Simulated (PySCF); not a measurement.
A calculated (MN15, PySCF 2.14, 6-31G*, the non-relativistic Hamiltonian (point nucleus)) atom or ion has these occupied shells.

| shell | electrons | orbital energy (eV) | rms radius, mean of both spins (bohr) |
| --- | --- | --- | --- |
| 1s | 2 | -3501.1 | 0.0946 |
| 2s | 2 | -355.55 | 0.426 |
| 2p | 6 | -292.15 | 0.390 |
| 3s | 2 | -44.964 | 1.37 |
| 3p | 6 | -28.296 | 1.55 |

Name the element and its charge.

K+ (potassium, charge +1), in [Ar], closed-shell 1S.
